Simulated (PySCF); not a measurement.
**Two-component Hartree-Fock for Sm³³⁺ (samarium, charge +33)**

Start: [Ar] 3d10 4s1; 4s1/2 filled at m_j = +1/2. Calculated with PySCF 2.14 in an even-tempered Gaussian basis (17 s from 3.3 bohr⁻², ratio 2.8; 13 p from 4.3 bohr⁻², ratio 2.8; 8 d from 7.6 bohr⁻², ratio 2.8; 4 f from 18 bohr⁻², ratio 3): generalised Hartree-Fock with the X2C-1e Hamiltonian and a Gaussian nucleus; one run each with spin-orbit coupling (SO) switched off, then screened by Boettger's factors.

| spinor shell | electrons | ε, spin-free (eV) | ε, screened SO (eV) | weight of nominal j (screened SO) | rms radius, screened SO (bohr) |
| --- | --- | --- | --- | --- | --- |
| 1s1/2 | 2 | -48373.9 | -48366.6 | 1.000 | 0.0259 |
| 2s1/2 | 2 | -9081.5 | -9079.4 | 1.000 | 0.105 |
| 2p1/2 | 2 | -8237.2 | -8663.1 | 1.000 | 0.0898 |
| 3s1/2 | 2 | -2957.7 | -2957.2 | 1.000 | 0.268 |
| 3p1/2 | 2 | -2687.0 | -2778.6 | 1.000 | 0.259 |
| 3p3/2 | 4 | -2687.0 | -2647.1 | 1.000 | 0.271 |
| 3d3/2 | 4 | -2332.3 | -2349.2 | 1.000 | 0.241 |
| 3d5/2 | 6 | -2332.3 | -2320.7 | 1.000 | 0.244 |
| 4s1/2 | 1 | -1369.8 | -1369.7 | 1.000 | 0.569 |

Q: Where does 2p3/2 lie, and what is the 2p spin-orbit splitting (screened SO)?

A: At -8053.5 eV, 609.69 eV above 2p1/2.

```json
{"quantity": "E (hartree)", "spin-free": "-9813.12776", "screened SO": "-9818.88436"}
{"quantity": "M_J", "spin-free": "1/2", "screened SO": "1/2"}
{"quantity": "⟨J²⟩", "spin-free": "0.750", "screened SO": "0.750"}
{"quantity": "⟨L²⟩", "spin-free": "0.000", "screened SO": "0.028"}
{"quantity": "⟨S²⟩", "spin-free": "0.750", "screened SO": "0.778"}
```

Each row is a mean over spinors that exchange with the open shell spreads, by up to 4.449 eV (3s1/2).

Breit and QED terms are absent; they matter most for the inner s and p1/2 levels.

Densities and radii are taken from the X2C orbitals without a picture-change correction, which distorts them close to the nucleus.

Without spin-orbit coupling the j labels of p, d and f shells carry no meaning; the spin-free column gives the mean over the occupied spinors of each nl shell.
